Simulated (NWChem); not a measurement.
Species: MgHOF; SMILES [OH][Mg][F]

```xyz
4

Mg     0.1412    -0.2608     0.0000
F     -0.3352    -1.9546     0.0000
O      0.6156     1.4262     0.0000
H      0.8732     2.3410     0.0000
```
Atoms are numbered in this order, from 1.

Geometry: optimised at PBE0/def2-SVP.

Problem. List the 4 lowest vertical singlet excitations from BHandHLYP/def2-SVP, TDA (NWChem).

Solution. 
```
state  energy (eV)  oscillator strength  leading excitation (squared amplitude)
-----  -----------  -------------------  --------------------------------------
S1            6.03                0.057                      HOMO → LUMO (0.97)
S2            6.03                0.057                    HOMO−1 → LUMO (0.97)
S3            7.80                0.061                    HOMO−2 → LUMO (0.95)
S4            7.80                0.061                    HOMO−3 → LUMO (0.95)
```
